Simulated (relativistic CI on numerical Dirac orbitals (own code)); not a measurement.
# Pt6+: resonant inelastic scattering at the L2,3 edge

Computed with this model: Dirac-Coulomb-Breit CI, separate exchange-only KLI orbitals for each configuration, a model potential for QED, valence Slater integrals scaled by 0.8, Kramers-Heisenberg scattering through one core-hole configuration in a parametric crystal field; configurations [Xe] 4f14 5d4 → [He] 2s2 2p5 3s2 3p6 3d10 4s2 4p6 4d10 4f14 5s2 5p6 5d5; 80 K; core-hole width 5 eV; summed over polarisations. Incident energies are the highest absorption maxima for each field (at most a few, so the weaker spin-orbit partner edge can be absent), on the computed scale of the free ion. Intensities are in per cent of the strongest line above 0.02 eV; levels within 1 cm⁻¹ are merged; final levels count from the ground level, the first row holds all elastic scattering, lines under 0.4 are left out and each table stops after 24 rows. The scale of the Slater integrals is a model choice and moves the terms in proportion.

Field parameters in Wybourne normalisation: Oh B⁴₀ = 21Dq, B⁴₄ = √(5/14) B⁴₀. The field is a parameter set, without covalency.

S is read from ⟨S²⟩ = S(S + 1).

Oh, 10Dq = 10000 cm⁻¹:

```tsv
Final level (eV)	Degeneracy	Irrep	S	11569.7 eV
0.000	1	A1	1.50	2057.5
0.942	3	T1	1.77	100.0
1.473	2	E	1.85	69.5
1.625	3	T2	1.85	30.4
2.194	3	T2	1.22	48.1
2.384	2	E	1.18	12.2
2.391	3	T1	1.46	21.7
2.393	1	A1	1.40	1.6
2.705	3	T2	1.65	24.2
2.721	3	T1	1.49	12.5
2.860	1	A1	1.65	26.4
3.264	3	T1	1.53	3.4
3.307	3	T2	1.53	0.5
3.654	3	T1	1.26	3.8
3.969	3	T2	1.05	0.4
4.104	3	T1	1.15	8.2
4.126	2	E	0.89	3.7
4.217	1	A1	1.32	8.1
4.235	2	E	1.03	3.4
4.350	3	T2	0.77	11.0
4.622	3	T1	1.15	2.7
4.638	1	A1	0.90	3.4
4.790	2	E	0.85	0.8
4.811	3	T2	1.01	1.4
```

Oh, 10Dq = 22550 cm⁻¹:

```tsv
Final level (eV)	Degeneracy	Irrep	S	11569.9 eV
0.000	1	A1	1.24	2275.0
1.000	3	T1	1.42	39.3
1.578	2	E	1.39	72.5
1.644	3	T2	1.14	10.1
2.375	3	T2	1.67	63.1
2.481	2	E	1.45	7.2
2.660	1	A1	1.65	2.4
2.665	3	T1	1.56	32.2
3.217	3	T2	0.82	1.2
3.336	2	E	0.86	14.6
3.664	1	A1	1.32	28.0
3.679	3	T1	1.15	100.0
4.120	3	T1	1.42	6.6
4.180	3	T2	1.38	60.0
4.378	2	E	1.08	0.5
4.524	3	T1	1.15	4.7
4.584	3	T2	1.09	3.0
4.663	3	T2	1.30	6.6
4.862	3	T2	1.01	8.0
4.918	3	T1	1.08	3.9
4.943	1	A1	0.60	2.1
5.142	3	T1	1.31	1.5
5.279	3	T2	1.06	3.8
5.532	2	E	1.14	2.5
```

For the first field the strongest loss at the lowest incident energy is the level at 0.94 eV (S = 1.77, against 1.50 in the thermal ground state). Levels of other spin, the first over 8 % at 4.35 eV, appear because spin-orbit coupling of the core hole, and in heavier ions of the valence shell too, mixes spins.
